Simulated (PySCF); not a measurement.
## Al (aluminium, neutral) across methods

[Ne] 3s2 3p1, 2P determinant. Calculation: PySCF 2.14, in def2-QZVPPD; the non-relativistic Hamiltonian (point nucleus).

```
   method  E (hartree)  mean ε 3s α (eV)  mean ε 3s β (eV)  mean ε 3p α (eV)  Σ⟨r²⟩ (bohr²)   ⟨S²⟩
    wB97X    -242.3589           -11.376           -10.314            -5.780          32.12  0.756
   r2SCAN    -242.3380            -8.031            -7.380            -3.341          32.38  0.763
      PBE    -242.2353            -7.877            -7.281            -3.088          32.60  0.755
      LDA    -241.3208            -7.996            -7.415            -3.009          32.75  0.752
     PBE0    -242.2560            -8.968            -8.161            -3.906          32.43  0.757
  wB97X-V    -242.3242           -11.310           -10.338            -5.736          32.44  0.756
      UHF   -241.88068           -11.579            -9.887            -5.946          33.17  0.771
BHandHLYP    -242.3758            -9.892            -8.965            -4.471          32.54  0.757
```

(1) Estimate the same row for B3LYP.

Answers

(1) E (hartree) = -242.3948; mean ε 3s α (eV) = -8.729; mean ε 3s β (eV) = -8.063; mean ε 3p α (eV) = -3.625; Σ⟨r²⟩ (bohr²) = 32.59; ⟨S²⟩ = 0.755.
